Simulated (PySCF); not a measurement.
The same groups moved round the core (trisilane hydroxy+amino). All species are isolated molecules in the gas phase. One relaxed conformer stands for each flexible species; it need not be the lowest. Strings in code marks are SMILES.

Calculation: PBE-D3(BJ)/def2-TZVP // r2SCAN-D4/def2-TZVP run with PySCF. Excitations are Tamm–Dancoff values on a coarser integration grid. The basis has no diffuse functions, so Rydberg states are missing or too high.

| species | S1 excitation (TDA) (eV) | LUMO (eV) | S1 oscillator strength |
|---|---|---|---|
| `N[SiH2][SiH2][SiH2]O` | 4.56 | -1.37 | 0.021 |
| `[SiH2](N)[Si@H]([SiH3])O` | 4.74 | -1.61 | 0.026 |
| `N[Si@@H](O)[SiH2][SiH3]` | 5.32 | -0.83 | 0.018 |
| `N[Si@@H]([SiH3])[SiH2]O` | 4.86 | -1.52 | 0.006 |
| `N[Si](O)([SiH3])[SiH3]` | 5.13 | -1.29 | 0.015 |
